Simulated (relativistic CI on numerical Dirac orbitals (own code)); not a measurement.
**Bi XVI: computed level list**

Computed by Dirac-Coulomb-Breit CI, separate exchange-only KLI orbitals for each configuration, QED by a radiative potential, unscaled Slater integrals (own radial code, finite nucleus).

Configurations in the expansion (outside the closed core [Kr] 4d10): 4f¹⁴5s²5p⁶, 4f¹⁴5s²5p⁵5d, 4f¹⁴5s5p⁶5d, 4f¹⁴5s²5p⁵5f, 4f¹⁴5s²5p⁵5g, 4f¹⁴5s5p⁶5f, 4f¹⁴5s²5p⁵6s, 4f¹³5s²5p⁶5d, 4f¹⁴5s²5p⁵6p, 4f¹⁴5s5p⁶5g, 4f¹⁴5s²5p⁵6d, 4f¹⁴5s5p⁶6s, 4f¹³5s²5p⁶6s, 4f¹⁴5s²5p⁵7s, 4f¹⁴5s5p⁶6p, 4f¹⁴5s²5p⁵6f, 4f¹³5s²5p⁶5f, 4f¹⁴5s²5p⁵7p, 4f¹⁴5p⁶5d², 4f¹⁴5p⁵5d³, 4f¹⁴5p⁵5d²5f, 4f¹⁴5p⁵5d²5g, 4f¹⁴5p⁵5d²6s, 4f¹⁴5p⁶5f², 4f¹⁴5p⁵5d5f², 4f¹⁴5p⁵5f³, 4f¹⁴5p⁵5f²5g, 4f¹⁴5p⁵5f²6s. Double excitations out of closed p, d and f shells are left out; levels of such configurations are missing from the list, as are those of other unlisted configurations, and high levels can miss mixing partners. These lack a partner that the ground configuration has and come out too high: 4f¹³5s²5p⁶5d, 4f¹⁴5s²5p⁵6p, 4f¹⁴5s²5p⁵6d, 4f¹³5s²5p⁶6s, 4f¹⁴5s²5p⁵7s.

```
No.  Configuration  Term  J   E (eV)    %  Landé g  Lifetime (s)
  1     4f¹⁴5s²5p⁶    ¹S  0    0.000  100                       
  2   4f¹⁴5s²5p⁵5d   ³P°  0   67.761  100                       
  3   4f¹⁴5s²5p⁵5d   ³P°  1   69.535   80    1.299      2.33e-08
  4   4f¹⁴5s²5p⁵5d   ³F°  3   71.332   60    1.079      1.14e-01
  5   4f¹⁴5s²5p⁵5d   ³D°  2   71.921   54    1.128      8.93e-03
  6   4f¹⁴5s²5p⁵5d   ³F°  4   74.310  100    1.249      5.93e-03
  7   4f¹⁴5s²5p⁵5d   ¹D°  2   75.577   50    1.164      5.59e-04
  8   4f¹⁴5s²5p⁵5d   ³D°  3   78.181   67    1.222      7.13e-04
  9   4f¹⁴5s²5p⁵5d   ³D°  1   85.248   55    0.799      4.25e-12
 10   4f¹⁴5s²5p⁵5d   ³F°  2  100.041   70    0.778      4.19e-06
 11   4f¹⁴5s²5p⁵5d   ³D°  2  105.216   41    1.259      4.24e-06
 12   4f¹⁴5s²5p⁵5d   ³F°  3  106.219   39    1.112      3.72e-06
 13   4f¹⁴5s²5p⁵5d   ¹P°  1  110.776   68    0.900      1.03e-12
 14   4f¹⁴5s²5p⁵6s   ³P°  2  138.055  100    1.500      2.11e-07
 15   4f¹⁴5s²5p⁵6s   ¹P°  1  139.012   64    1.176      4.28e-12
 16    4f¹⁴5s5p⁶5d    ³D  1  149.140   68    0.499      1.65e-11
 17    4f¹⁴5s5p⁶5d    ³D  2  150.956   67    1.148      1.14e-11
 18    4f¹⁴5s5p⁶5d    ³D  3  154.746   68    1.305      8.80e-12
 19   4f¹⁴5s²5p⁵6p    ³P  1  157.479   45    1.603      6.50e-12
 20   4f¹⁴5s²5p⁵6p    ³D  2  158.214   50    1.157      6.11e-12
 21   4f¹⁴5s²5p⁵5f    ³G  5  160.836  100    1.199      3.38e-12
 22   4f¹⁴5s²5p⁵5f    ³G  4  161.022   59    1.042      3.14e-12
 23   4f¹³5s²5p⁶5d   ³P°  2  161.098   75    1.398      2.58e-06
 24    4f¹⁴5s5p⁶5d    ¹D  2  161.106   81    1.021      3.98e-12
 25   4f¹³5s²5p⁶5d   ³H°  5  162.231   53    1.028      3.66e-06
 26   4f¹⁴5s²5p⁵5f    ¹F  3  162.411   37    0.955      3.00e-12
 27   4f¹³5s²5p⁶5d   ³D°  3  163.222   44    1.167      2.10e-06
 28   4f¹⁴5s²5p⁵5f    ³F  4  163.503   67    1.168      3.30e-12
 29   4f¹³5s²5p⁶5d   ³G°  4  163.734   42    1.071      2.82e-06
 30   4f¹⁴5s²5p⁵5f    ³D  1  163.780   68    0.502      1.42e-12
```

Energies count from the lowest computed level; ° marks odd parity; lifetimes are radiative, by E1, M1, E2, M2, E3 decay to levels of this space only; some are left blank where a channel outside the calculation adds to the decay or the decay crosses a small, uncertain gap.

The mean weight of the leading LS term, summed over parents, in these 30 levels is 66 %, and that of the leading jj configuration (from the same eigenvectors) 91 %, so jj coupling describes them better and the LS labels are nominal.

At this charge energies of transitions that change n are usually good to better than 1 %, and those within a shell (Δn = 0) to a few per cent. Levels and lines within the n = 5 or 6 shells can be off by up to 10 % or somewhat more, and those that change n by about 2 %, since core polarisation is missing.

LS names give the leading component of a level, which can be under half, so a name can repeat, a term be missing and a line seem to break the LS rules.
